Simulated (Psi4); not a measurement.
C$_{6}$H$_{4}$Cl, doublet, geometry from GFN2-xTB; CCSD(T)/STO-3G (Psi4 1.11).

Input for Psi4:
```
memory 2 GB

molecule {
0 2
  Cl   -1.23158168    1.78779842    0.11037424
  C    -0.24903294    0.36150318    0.02231831
  C    -0.86478632   -0.87848864   -0.02994881
  C    -0.07467049   -2.02421734   -0.10069720
  C     1.27785936   -1.85497640   -0.11452164
  C     1.91899080   -0.65304962   -0.06459062
  C     1.13002066    0.49346705    0.00617853
  H    -1.94095717   -0.95740572   -0.01614208
  H    -0.53509881   -2.99895891   -0.14217376
  H     2.99461806   -0.57134804   -0.07824815
  H     1.58803999    1.46971016    0.04777049
}

set basis sto-3g
set reference uhf
set freeze_core true
set mp2_type conv
set scf_type pk
set puream true
set d_convergence 1e-8

energy('ccsd(t)')
print_variables()
```

What the program printed (banner, timings and long lists left out):

```
   => Loading Basis Set <=

    Name: STO-3G
    Role: ORBITAL
    Keyword: BASIS

         ---------------------------------------------------------
                                   SCF
               by Justin Turney, Rob Parrish, Andy Simmonett
                          and Daniel G. A. Smith
                              UHF Reference
         ---------------------------------------------------------

  ==> Geometry <==

    Molecular point group: c1
    Full point group: C1

    Geometry (in Angstrom), charge = 0, multiplicity = 2:

       Center              X                  Y                   Z               Mass
    ------------   -----------------  -----------------  -----------------  -----------------
         CL          -1.202002088337     1.744859858789     0.107723319656    34.968852682000
         C           -0.219453348337     0.318564618789     0.019667389656    12.000000000000
         C           -0.835206728337    -0.921427201211    -0.032599730344    12.000000000000
         C           -0.045090898337    -2.067155901211    -0.103348120344    12.000000000000
         C            1.307438951663    -1.897914961211    -0.117172560344    12.000000000000
         C            1.948570391663    -0.695988181211    -0.067241540344    12.000000000000
         C            1.159600251663     0.450528488789     0.003527609656    12.000000000000
         H           -1.911377578337    -1.000344281211    -0.018793000344     1.007825032230
         H           -0.505519218337    -3.041897471211    -0.144824680344     1.007825032230
         H            3.024197651663    -0.614286601211    -0.080899070344     1.007825032230
         H            1.617619581663     1.426771598789     0.045119569656     1.007825032230

  Running in c1 symmetry.

  Rotational constants: A =      0.18982  B =      0.05566  C =      0.04304 [cm^-1]
  Rotational constants: A =   5690.58835  B =   1668.57512  C =   1290.25183 [MHz]
  Nuclear repulsion =  307.085750480550246

  Charge       = 0
  Multiplicity = 2
  Electrons    = 57
  Nalpha       = 29
  Nbeta        = 28

  ==> Algorithm <==

  SCF Algorithm Type is PK.
  DIIS enabled.
  MOM disabled.
  Fractional occupation disabled.
  Guess Type is SAD.
  Energy threshold   = 1.00e-08
  Density threshold  = 1.00e-08
  Integral threshold = 1.00e-12

  ==> Primary Basis <==

  Basis Set: STO-3G
    Blend: STO-3G
    Number of shells: 27
    Number of basis functions: 43
    Number of Cartesian functions: 43
    Spherical Harmonics?: true
    Max angular momentum: 1

  ==> Integral Setup <==

  Using in-core PK algorithm.
   Calculation information:
      Number of atoms:                  11
      Number of AO shells:              27
      Number of primitives:             81
      Number of atomic orbitals:        43
      Number of basis functions:        43

      Integral cutoff                 1.00e-12
      Number of threads:                 1

  Performing in-core PK
  Using 895862 doubles for integral storage.
  We computed 61723 shell quartets total.
  Whereas there are 71631 unique shell quartets.

  ==> DiskJK: Disk-Based J/K Matrices <==

    J tasked:                  Yes
    K tasked:                  Yes
    wK tasked:                  No
    Schwarz Cutoff:          1E-12

  Minimum eigenvalue in the overlap matrix is 1.6510553923E-01.
  Reciprocal condition number of the overlap matrix is 6.4666771061E-02.
    Using symmetric orthogonalization.

  ==> Pre-Iterations <==

  SCF Guess: Superposition of Atomic Densities via on-the-fly atomic UHF (no occupation information).

   -------------------------
    Irrep   Nso     Nmo
   -------------------------
     A         43      43
   -------------------------
    Total      43      43
   -------------------------

  ==> Iterations <==

                        Total Energy        Delta E     RMS |[F,P]|

   @UHF iter SAD:  -677.34654511708948   -6.77347e+02   0.00000e+00
   @UHF iter   1:  -681.17607343880479   -3.82953e+00   5.94911e-03 DIIS/ADIIS
   @UHF iter   2:  -681.22780403849833   -5.17306e-02   2.59494e-03 DIIS/ADIIS
   @UHF iter   3:  -681.23681367373320   -9.00964e-03   7.40593e-04 DIIS/ADIIS
   @UHF iter   4:  -681.23856806481012   -1.75439e-03   4.08489e-04 DIIS/ADIIS
   @UHF iter   5:  -681.23946434418872   -8.96279e-04   3.92783e-04 DIIS/ADIIS
   @UHF iter   6:  -681.24002067674735   -5.56333e-04   4.07253e-04 DIIS/ADIIS
   @UHF iter   7:  -681.23807867662811    1.94200e-03   3.25660e-04 DIIS/ADIIS
   @UHF iter   8:  -681.23600615871510    2.07252e-03   1.29507e-04 DIIS/ADIIS
   @UHF iter   9:  -681.23586450572509    1.41653e-04   5.07557e-05 DIIS
   @UHF iter  10:  -681.23585674592232    7.75980e-06   2.10598e-05 DIIS
   @UHF iter  11:  -681.23585799025341   -1.24433e-06   7.90870e-06 DIIS
   @UHF iter  12:  -681.23585830324214   -3.12989e-07   2.96117e-06 DIIS
   @UHF iter  13:  -681.23585836029963   -5.70575e-08   8.69471e-07 DIIS
   @UHF iter  14:  -681.23585836407119   -3.77156e-09   3.55777e-07 DIIS
   @UHF iter  15:  -681.23585836457141   -5.00222e-10   1.34678e-07 DIIS
   @UHF iter  16:  -681.23585836462883   -5.74119e-11   4.72345e-08 DIIS
   @UHF iter  17:  -681.23585836463610   -7.27596e-12   1.09310e-08 DIIS
   @UHF iter  18:  -681.23585836463701   -9.09495e-13   4.83667e-09 DIIS
  Energy and wave function converged.

  ==> Post-Iterations <==

   @Spin Contamination Metric:   7.300095378E-02
   @S^2 Expected:                7.500000000E-01
   @S^2 Observed:                8.230009538E-01
   @S   Expected:                5.000000000E-01
   @S   Observed:                5.000000000E-01

    Orbital Energies [Eh]
    ---------------------

    Alpha Occupied:

[...]
    Alpha Virtual:

[...]
    Beta Occupied:

[...]
      28A     -0.279321

    Beta Virtual:

[...]
    Final Occupation by Irrep:
              A
    DOCC [    28 ]
    SOCC [     1 ]
    NA   [    29 ]
    NB   [    28 ]

  @UHF Final Energy:  -681.23585836463701

   => Energetics <=

[...]
    Total Energy =                       -681.2358583646370107
[...]
     9        -0.407036592429767    6.320e-04    0.031874    0.000000    0.000000    0.000000
    10        -0.407049547393945    3.659e-04    0.031806    0.000000    0.000000    0.000000
    11        -0.407059417858563    1.568e-04    0.031782    0.000000    0.000000    0.000000
    12        -0.407066611344639    6.940e-05    0.031765    0.000000    0.000000    0.000000
    13        -0.407069797151770    3.225e-05    0.031762    0.000000    0.000000    0.000000
    14        -0.407070602804787    1.601e-05    0.031761    0.000000    0.000000    0.000000
    15        -0.407070792414806    7.541e-06    0.031762    0.000000    0.000000    0.000000
    16        -0.407070873601111    3.310e-06    0.031763    0.000000    0.000000    0.000000
    17        -0.407071035564496    1.578e-06    0.031764    0.000000    0.000000    0.000000
    18        -0.407071141701979    7.866e-07    0.031764    0.000000    0.000000    0.000000
    19        -0.407071176045598    4.040e-07    0.031764    0.000000    0.000000    0.000000
    20        -0.407071172751949    2.439e-07    0.031764    0.000000    0.000000    0.000000
    21        -0.407071170517647    1.621e-07    0.031764    0.000000    0.000000    0.000000
    22        -0.407071169975157    1.008e-07    0.031764    0.000000    0.000000    0.000000
    23        -0.407071173038796    4.532e-08    0.031764    0.000000    0.000000    0.000000

    Iterations converged.

    Largest TIA Amplitudes:
             16   1         0.0995447196
             17   0        -0.0857283635
             10   3         0.0357220958
             13   0         0.0214380508
             13   3        -0.0181279599
             17   3        -0.0177413405
             10   0         0.0150266288
             11   2         0.0113937477
             15   8         0.0090616001
              6   2         0.0086229315

    Largest Tia Amplitudes:
             15   0        -0.0887738605
             16   2         0.0562204686
             10   4        -0.0298767601
             11   1         0.0238403371
             10   2        -0.0237077893
              6   1        -0.0215883436
             11   3         0.0166056074
             13   4         0.0142690283
              6   3         0.0139717955
             13   2        -0.0105407899

    Largest TIJAB Amplitudes:
     17  16   1   0         0.0604330773
     16  13   1   0         0.0259219930
     16  10   3   1        -0.0183491799
     16  15   9   1        -0.0154265534
     17  10   3   0         0.0140078221
     17  12  11   0        -0.0120862434
     16   9  10   1        -0.0119553370
     13  11   2   0        -0.0119529157
     16   8   9   3        -0.0119514150
     16   8   8   0         0.0119385576

    Largest Tijab Amplitudes:
     16  15   2   0        -0.0625165938
     15  10   4   0        -0.0170812891
     15  13   2   0        -0.0150749570
     16  10   4   2         0.0148649610
     16  12  12   2        -0.0122708311
     13  11   3   2        -0.0122669517
     15   9  11   0        -0.0120098429
     15  11  10   0         0.0118475470
     16   8   9   0        -0.0115303158
     15   8   9   2         0.0111377011

    Largest TIjAb Amplitudes:
     16  15   1   0        -0.1517916503
     17  16   0   2        -0.1220363657
     16  16   0   0         0.0973665990
     17  15   1   2         0.0833316107
     15  16   0   1         0.0651743307
     11  11   2   3        -0.0639451564
     16  10   3   0        -0.0604975924
     10  16   0   4         0.0566330081
     10  15   1   4        -0.0561573522
     17  10   3   2         0.0528826951

    SCF energy       (wfn)                    = -681.235858364637011
    Reference energy (file100)                = -681.235858364632577

    Opposite-spin MP2 correlation energy      =   -0.259931478069851
    Same-spin MP2 correlation energy          =   -0.070948787346151
    Singles MP2 correlation energy            =   -0.000000000000000
    MP2 correlation energy                    =   -0.330880265416002
      * MP2 total energy                      = -681.566738630048576

    Opposite-spin CCSD correlation energy     =   -0.343573506916264
    Same-spin CCSD correlation energy         =   -0.063497666122532
    Singles CCSD correlation energy           =   -0.000000000000000
    CCSD correlation energy                   =   -0.407071173038796
      * CCSD total energy                     = -681.642929537671421

            **************************
            *                        *
            *        CCTRIPLES       *
            *                        *
            **************************

    Wave function   =    CCSD_T
    Reference wfn   =      UHF

    Nuclear Rep. energy (wfn)                =  307.085750480550246
    SCF energy          (wfn)                = -681.235858364637011
    Reference energy    (file100)            = -681.235858364632577
    CCSD energy         (file100)            =   -0.407071173038796
    Total CCSD energy   (file100)            = -681.642929537671421

    Number of ijk index combinations:
    Spin Case AAA:                                 816
    Spin Case BBB:                                 680
    Spin Case AAB:                                2601
    Spin Case ABB:                                2448
    AAA (T) energy                             =   -0.000252940342237
    BBB (T) energy                             =   -0.000248708116259
    AAB (T) energy                             =   -0.004744038334343
    ABB (T) energy                             =   -0.004689115084943
    (T) energy                                   =   -0.009934801877782
      * CCSD(T) total energy                     = -681.652864339549183

  Variable Map:
  ----------------------------------------------------------------------------
[...]
  Array Variable Map:
  ----------------------------------------------------------------------------
[...]
[...]
```
